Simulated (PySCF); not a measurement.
# Radial density of Er²⁷⁺ (erbium, charge +27)

UHF, [Kr] 4d5, high-spin 6S determinant. Calculation: PySCF 2.14, in an even-tempered Gaussian basis (18 s from 1.9 bohr⁻², ratio 2.5; 12 p from 2.5 bohr⁻², ratio 2.5; 9 d from 2.5 bohr⁻², ratio 2.5; 4 f from 12 bohr⁻², ratio 2.7; 3 g from 18 bohr⁻², ratio 2.7); no relativity, point nucleus.

```csv
r (bohr),4πr²ρ (e/bohr),4πr²(ρα − ρβ)
0.000385,0.3975,0.0000
0.000648,1.085,0.0000
0.00109,2.891,-0.0001
0.00183,7.392,-0.0001
0.00308,17.65,-0.0003
0.00519,37.55,-0.0007
0.00873,66.06,-0.0011
0.0147,86.26,0.0000
0.0247,80.81,0.0213
0.0415,90.50,0.2479
0.0698,118.8,1.6976
0.117,92.34,4.8226
0.198,102.3,1.4763
0.332,38.46,5.5765
0.559,31.73,11.2234
0.940,1.383,0.5679
1.58,0.001848,0.0010
```

A non-relativistic calculation at this Z misses sizeable relativistic shifts. Spin-orbit coupling, which splits the p, d and f shells strongly at this Z, is absent. Spin-orbit coupling is strong in this species (close to jj coupling), so the high-spin LS determinant is a model state, not a physical level.
